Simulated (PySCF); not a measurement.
## Computed properties of HgCl, SMILES [Cl][Hg+], charge +1

HgCl, SMILES [Cl][Hg+], charge +1. Coordinates come from a B3LYP-D3(BJ)/def2-TZVPD optimisation. The spin state was assumed, not searched. The def2 effective core potentials stand for the cores of Hg; spin–orbit coupling is left out. One conformer was computed; it need not be the lowest. All values are computed for the isolated molecule unless a solvent is named; none is compared with measurement here.

**Structure.** The optimised structure has C∞v symmetry. All 1 harmonic modes at B3LYP-D3(BJ)/def2-TZVPD (PySCF) are real, so it is a minimum.

**Vibrations.** No mode carries more than 0.5 km/mol of infrared intensity. The softest mode is at 354 cm⁻¹ and the zero-point energy is 0.5 kcal/mol.

**Electronic structure.** B3LYP/def2-TZVPD (PySCF) places the frontier levels at -14.92 and -11.91 eV, a gap of 3.01 eV and a mean polarisability of 36.7 bohr³. PBE/def2-TZVPD (PySCF) at the same geometry gives -13.85 and -12.53 eV, so its gap is 1.69 eV narrower. An orbital gap is neither the optical nor the fundamental gap.

**Excitations.** TDA-ωB97X/def2-TZVPD (PySCF) has S1 at 2.50 eV (497 nm, f = 0.006, weak); the most intense of the 10 singlets computed lies at 5.10 eV (f = 0.22). Strengths of degenerate partners are summed. T1 (TDA) is at 1.93 eV, 0.57 eV under S1. TDA-PBE/def2-TZVPD (PySCF) puts S1 at 1.63 eV.
